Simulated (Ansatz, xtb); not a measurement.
# Relative energy of two isomers of C5H10BFO

Structure a is `COB1CC[C@H](F)C1`, a singlet and structure b is `F[C@@H]1CCBOCC1`, a singlet. Both are isolated molecules in the gas phase, relaxed with r2SCAN-D4/def2-SVP; each stands in its lowest conformer found.

Q: Estimate which is lower in electronic energy at CCSD(T)/def2-SVP + ΔMP2/def2-TZVPP, and by roughly how much.

A: The CCSD(T)/def2-SVP + ΔMP2/def2-TZVPP calculation puts structure a lower, by 4.8 kcal/mol.

The same difference at several levels:

```csv
level,geometry,E(b) − E(a) (kcal/mol),departure from the last row (kcal/mol),"job, with rough time for the two"
GFN2-xTB,GFN2-xTB,−7.4,−12.1,"optimisation, 0.27 s"
HF/STO-3G,GFN2-xTB,+4.9,+0.1,"single point, 0.4 s"
r2SCAN-D4/def2-SVP//GFN2-xTB,GFN2-xTB,+5.0,+0.2,"single point, 4.2 s"
r2SCAN-D4/def2-SVP,r2SCAN-D4/def2-SVP,+5.0,+0.2,"optimisation, 70 s"
HF/def2-SVP,r2SCAN-D4/def2-SVP,+5.3,+0.6,part of the CCSD(T) run
MP2/def2-SVP,r2SCAN-D4/def2-SVP,+4.6,−0.2,part of the CCSD(T) run
CCSD(T)/def2-SVP,r2SCAN-D4/def2-SVP,+4.0,−0.7,single point
CCSD(T)/def2-SVP + ΔMP2/def2-TZVPP,r2SCAN-D4/def2-SVP,+4.8,,"single point, 2.4 min"
```

As drawn, b has 1 C–C, 1 B–H in place of 1 C–B, 1 C–H. Structure a has a 5-membered ring, b a 7-membered ring.

GFN2-xTB puts the two in the other order. The largest departure from CCSD(T)/def2-SVP + ΔMP2/def2-TZVPP is that of GFN2-xTB, 12.1 kcal/mol. The last row adds to CCSD(T) the change of the MP2 difference between the two basis sets, here +0.7 kcal/mol.

With thermal terms from frequencies at re-optimised GFN2-xTB minima (ideal gas, soft modes damped towards free rotors, one conformer each, 298.15 K, 1 atm): the zero-point term adds +0.7 kcal/mol; ΔH is +4.7 and ΔG +6.6 kcal/mol.

The correlated steps freeze 8 core orbitals. Run with Ansatz 0.2.0, xtb 6.7.1; the last row on 4 threads of Arm Neoverse V2 on a shared host.
